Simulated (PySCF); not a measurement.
Magnetisability: `O=C(F)c1cc(Br)co1`, C5H2BrFO2

Molfile (atoms numbered from 1):
```
C5H2BrFO2
     RDKit          3D

 11 11  0  0  0  0  0  0  0  0999 V2000
   -2.6996    1.1989    0.1698 O   0  0  0  0  0  0  0  0  0  0  0  0
   -2.0975    0.1808    0.1179 C   0  0  0  0  0  0  0  0  0  0  0  0
   -2.7563   -1.0071    0.1329 F   0  0  0  0  0  0  0  0  0  0  0  0
   -0.6612   -0.0123    0.0345 C   0  0  0  0  0  0  0  0  0  0  0  0
    0.3388    0.9362   -0.0032 C   0  0  0  0  0  0  0  0  0  0  0  0
    1.5382    0.2041   -0.0842 C   0  0  0  0  0  0  0  0  0  0  0  0
    3.2765    0.8924   -0.1680 Br  0  0  0  0  0  0  0  0  0  0  0  0
    1.1885   -1.1243   -0.0900 C   0  0  0  0  0  0  0  0  0  0  0  0
   -0.1300   -1.2538   -0.0189 O   0  0  0  0  0  0  0  0  0  0  0  0
    0.2194    1.9996    0.0239 H   0  0  0  0  0  0  0  0  0  0  0  0
    1.7887   -2.0118   -0.1406 H   0  0  0  0  0  0  0  0  0  0  0  0
  1  2  2  0
  2  3  1  0
  2  4  1  0
  4  5  2  0
  5  6  1  0
  6  7  1  0
  6  8  2  0
  8  9  1  0
  9  4  1  0
  5 10  1  0
  8 11  1  0
M  END
```

Method used: PySCF 2.14.0, GIAO KT3/pcSseg-1 magnetisability, rotational g tensor and spin-rotation constants, non-relativistic, gas phase. Geometry: GFN2-xTB.

The calculation is non-relativistic, which matters for the atoms heavier than Zn.

(1) What are the magnetisability and the molar susceptibility?

(2) Split it along the inertial axes a, b, c into diamagnetic and paramagnetic parts about the centre of mass, with the quadrupole moment.

(3) And the rotational g tensor?

Answers

(1) Isotropic -1345 × 10⁻³⁰ J/T², or -81.0 × 10⁻⁶ cm³/mol; principal values -1747, -1209, -1078 × 10⁻³⁰ J/T², anisotropy 614 × 10⁻³⁰ J/T² (root of half the summed squared differences of the principal values). The susceptibility is in cgs units.

(2) 
```csv
axis,χ (10⁻⁶ cm³/mol),diamagnetic (10⁻⁶ cm³/mol),paramagnetic (10⁻⁶ cm³/mol),summed x² of all electrons (Å²),quadrupole Θ (D Å)
a,-72.8,-378.4,305.6,533.7,-12.24
b,-64.9,-2318.7,2253.7,76.3,+7.58
c,-105.2,-2588.0,2482.8,12.9,+4.66
```
Anisotropies 2χaa − χbb − χcc = +24.5 and 2χbb − χaa − χcc = +48.1 × 10⁻⁶ cm³/mol. Θ is traceless in Buckingham's convention.

(3) 
```tsv
axis	rotational constant (GHz)	g	nuclear part	electronic part
a	4.2340	-0.0689	0.5391	-0.6080
b	0.4570	-0.0116	0.4722	-0.4839
c	0.4125	-0.0024	0.4788	-0.4811
```
Asymmetric top; isotopes 79Br, 12C, 19F, 1H, 16O; no vibrational averaging.
